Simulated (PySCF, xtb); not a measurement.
C₂H₄ClNSi, SMILES Cl[Si@H]1C=NC1.

Harmonic wavenumbers (cm⁻¹) from GFN2-xTB (xtb) at its own minimum, in rising order: 106, 144, 341, 445, 526, 581, 646, 661, 727, 847, 851, 993, 1083, 1156, 1216, 1446, 1624, 2287, 2974, 2993, 3053.

### Question
What does PySCF with PBE-D3(BJ)/def2-SVP give at its own minimum? (The exact figures need the calculation; the answer reports its results.)

### Answer
100, 174, 332, 434, 586, 609, 690, 712, 788, 814, 878, 928, 1089, 1127, 1218, 1363, 1558, 2142, 3001, 3060, 3071. Paired by order, the mean absolute difference is 41 cm⁻¹ and the zero-point energies are 35.3 and 35.3 kcal/mol.
